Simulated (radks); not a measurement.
Coulomb parameter of the 4f shell of the promethium ion Pm3+ in the model configuration [Xe] 4f2.5 5d1.5, as a second difference U = [E(n + 0.25) + E(n - 0.25) - 2 E(n)] / (0.25)^2 with all orbitals relaxed. "Bare": the charge of the atom changes with n. "Screened": the 5d shell takes up the change at fixed total charge, which measures U(4f,4f) + U(5d,5d) - 2 U(4f,5d). All-electron calculation, Dirac Kohn-Sham, PBE, spin-unpolarised, spherical densities, point nucleus; open shells are shared between the two j in proportion to 2j + 1. Program: a radial shooting solver on a logarithmic mesh with Libxc functionals.

case	configuration	E - E(n) (eV)
start	[Xe] 4f2.5 5d1.5	0.000
bare +0.25	[Xe] 4f2.75 5d1.5	-9.939
bare -0.25	[Xe] 4f2.25 5d1.5	11.157
screened +0.25	[Xe] 4f2.75 5d1.25	-3.613
screened -0.25	[Xe] 4f2.25 5d1.75	3.974

U(bare) = 19.489 eV, U(screened by 5d) = 5.766 eV.
